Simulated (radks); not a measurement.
Task: These are the eigenvalues of the occupied orbitals of an atom or ion with whole-number occupations (eV). Method: non-relativistic Kohn-Sham, SCAN, spin-polarised, spherical densities, point nucleus; meta-GGA in the generalised Kohn-Sham scheme; computed with a radial shooting solver on a logarithmic mesh with Libxc functionals.

orbital  eigenvalue
1s up     -8151.315
1s down   -8151.314
2s up     -975.7253
2s down   -974.9546
2p up     -850.2267
2p down   -849.6633
3s up     -115.5592
3s down   -114.1496
3p up      -76.7616
3p down    -75.3585
3d up      -13.6166
3d down    -12.3730

Which element is it, and in what charge state? The configuration may be excited. Open shells, if any, are filled with parallel spins first.

Result: Z = 28, nickel, charge +1: Ni+ in [Ar] 3d9. The list shows which subshells hold electrons but not how many an open one holds; the 1s level, -299.56 hartree, gives Z - s = 24.5 by -(Z - s)^2/2, which with screening narrows Z to a few neighbours, and the depths of the outer levels then fix element, charge and occupations together.
